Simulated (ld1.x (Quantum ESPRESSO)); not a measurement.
# mercury (Hg): variants of one TM potential

Base potential:

Hg (Z = 80), norm-conserving Troullier–Martins (Kleinman–Bylander form), made with ld1.x (Quantum ESPRESSO) 7.5 (Wu–Cohen, scalar-relativistic). Core [Xe] 4f14, reference 5d10 6s0 6p0 (charge +2). Waves: 6s (bound, empty): rc 1.80 bohr; 6p (bound, empty): rc 2.30 bohr; 5d (bound): rc 1.85 bohr. Local part: the d channel. Core correction: none.

Cutoffs, loose and tight: the cutoffs (Ry, on a coarse ladder) from which the occupation-weighted sum of valence levels, in a spherical-Bessel basis at the reference potential, stays within 10 and 1 mRy of its value at 400 Ry. They do not see the model core or the augmentation charge, which bear on the density cutoff. Test errors are all-electron minus pseudo excitation energies from the reference, over the configurations 5d10 6s2 6p0; 5d10 6s1 6p0; 5d9 6s0 6p0; 5d10 6s0 6p1; 5d10 6s1.5 6p0; 5d9 6s2 6p1; 5d10 6s0 6p2. A dash means not determined; rows that change the core or the reference have their own tests. The largest error is taken over the tests solved by every variant that gives reliable tests at all: 5d10 6s1 6p0; 5d10 6s1.5 6p0; 5d10 6s2 6p0; 5d9 6s0 6p0.

A true bound ghost makes a file unfit for plane-wave use even where its test errors are small: the radial tests pick states by their node count and pass the ghost by. Where a test does run into it, the solver fails or the error is huge.

```tsv
change	outcome	cutoff, loose	cutoff, tight	bound ghosts	largest test error (meV)
base	generated	50 Ry	70 Ry	s, p	-35
wave 6p (bound): rc 2.30 bohr becomes 6p (bound): rc 1.48 bohr	generated	50 Ry	70 Ry	p, s	-35
wave 6p (bound): rc 2.30 bohr becomes 6p (bound): rc 1.82 bohr	generated	50 Ry	70 Ry	s, p	-35
wave 6p (bound): rc 2.30 bohr becomes 6p (bound): rc 2.04 bohr	generated	50 Ry	70 Ry	s, p	-35
wave 6p (bound): rc 2.30 bohr becomes 6p (bound): rc 2.40 bohr	generated	50 Ry	70 Ry	s, p	-35
wave 6p (bound): rc 2.30 bohr becomes 6p (bound): rc 2.64 bohr	generated	50 Ry	70 Ry	s, p	-35
wave 6p (bound): rc 2.30 bohr becomes 6p (bound): rc 2.94 bohr	generated	50 Ry	70 Ry	s, p	-35
wave 6p (bound): rc 2.30 bohr becomes 6p (bound): rc 3.18 bohr	generated	50 Ry	70 Ry	s, p	-35
wave 6p (bound): rc 2.30 bohr becomes 6p (bound): rc 3.42 bohr	generated	50 Ry	70 Ry	s, p	-35
```

Reading the sweep of the p radius (base included, trends over the rows without a ghost): Bound ghosts are found at 1.48, 1.82, 2.04, 2.3, 2.4, 2.64, 2.94, 3.18, 3.42 bohr. Every judged row has one, so this setting neither creates nor removes them.
